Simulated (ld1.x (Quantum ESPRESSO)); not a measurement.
# Pr, PAW: configuration errors across variants

ld1.x (Quantum ESPRESSO) 7.5 input, shortened:

```
&input
   title='Pr', zed=59., rel=2, dft='PBE', iswitch=3,
   config='[Xe] 4f3 5d0 6s1.75 6p0.25', rel_dist='average'
 /
 &inputp
   pseudotype=3, lpaw=.true., tm=.true., lloc=-1, rcloc=2.80,
   nlcc=.true., new_core_ps=.true., rcore=0.85,
   which_augfun='PSQ', rmatch_augfun_nc=.true.
 /
8
5S  1  0   2.00   0.00  2.35  2.75  0.0
6S  2  0   1.75   0.00  2.35  2.75  0.0
5P  2  1   6.00   0.00  3.05  3.25  0.0
6P  3  1   0.25   0.00  3.05  3.25  0.0
5D  3  2   0.00   0.00  3.20  3.40  0.0
5D  3  2   0.00   0.35  3.20  3.40  0.0
4F  4  3   3.00   0.00  1.55  1.80  0.0
4F  4  3   0.00   1.20  1.55  1.80  0.0
 &test
   configts(1)='4f3 5s2 5p6 5d0 6s1.75 6p0.25'
 /
```

Open shells are filled in proportion to 2j + 1 (rel_dist='average').

All-electron excitation energies from the reference (eV): (1) 4f3 5s2 5p6 5d0 6s2 6p0 -0.556; (2) 4f3 5s2 5p6 5d0 6s1 6p0 5.166; (3) 4f3 5s2 5p6 5d0 6s0 6p0 15.791; (4) 4f3 5s2 5p6 5d0 6s1.5 6p0 1.728; (5) 4f3 5s2 5p6 5d1 6s0 6p0 6.093; (6) 4f3 5s2 5p6 5d1 6s1 6p0 1.008.

Tests that are not counted but printed errors over 1 eV. “base”: 4f3 5s2 5p5 5d0 6s2 6p0 (solver errors, printed error -960 eV).

5 further variants failed, have other tests or too few solved ones, and are left out.

Errors AE − PS in meV (a dash: test not solved or not reliable):

| change | (1) | (2) | (3) | (4) | (5) | (6) | bound ghosts |
| --- | --- | --- | --- | --- | --- | --- | --- |
| base | 0.0 | -0.8 | -11 | -0.1 | -1.0 | -2.1 | not determined |
| all radii but the core radius scaled by about 0.83 (s 2.28, p 2.68, d 2.80, f 1.48 bohr, rcut 1.94/2.52/2.64/1.28); local potential all-electron potential smoothed inside 2.32 bohr (lloc = -1) | – | – | – | – | – | – | not determined |
| all radii but the core radius scaled by about 0.90 (s 2.48, p 2.94, d 3.06, f 1.62 bohr, rcut 2.12/2.76/2.88/1.40); local potential all-electron potential smoothed inside 2.52 bohr (lloc = -1) | +0.7 | +0.1 | -0.2 | +0.4 | – | – | not determined |

(1) Give the same row for: all radii but the core radius scaled by about 1.05 (s 2.90, p 3.42, d 3.58, f 1.90 bohr, rcut 2.48/3.22/3.36/1.64); local potential all-electron potential smoothed inside 2.94 bohr (lloc = -1).

Answers

(1) -0.2, -1.1, -15, -0.3, -2.2, –; bound ghosts: not determined.
